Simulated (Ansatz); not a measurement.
Two isomers of C2H7GeN: A = `[CH3][GeH]1[CH2][NH]1`, B = `C/C=[N]\[GeH3]`.

Program: Ansatz. Geometries: PBE0-D4/def2-TZVP. ΔE: electronic, gas phase. CCSD(T)/CBS adds triple-zeta CCSD(T) − MP2 to the extrapolated MP2 energy (def2 sets, frozen cores). Functionals use def2-TZVPP. B3LYP here is the variant with VWN-RPA as its local correlation; programs differ in this. For Ge outer-core shells are correlated without core-valence functions, which leaves a few kJ/mol of doubt a bond. Scalar relativity is left out up to krypton.

Task: Which is lower in electronic energy at CCSD(T)/CBS, and by how much? (Best estimate.)

Result: Ansatz gave: B, by 35.9 kJ/mol.

Task: Give E(B) − E(A) in kJ/mol with r2SCAN-D4, ωB97M-V, B2PLYP, CCSD(T)/def2-TZVPP, CCSD/def2-TZVPP, HF/def2-TZVPP, B3LYP. (An estimate is asked.)

Result: Computed: r2SCAN-D4 -40.2, ωB97M-V -44.4, B2PLYP -49.4, CCSD(T)/def2-TZVPP -43.4, CCSD/def2-TZVPP -47.0, HF/def2-TZVPP -89.2, B3LYP -55.8. None reverses the order clearly.

Largest T1 diagnostic: 0.013.

In def2-TZVPP, CCSD(T) changes the Hartree–Fock value by +45.8 kJ/mol (the triples alone add +3.6 kJ/mol) and MP2 by +58.6 kJ/mol.
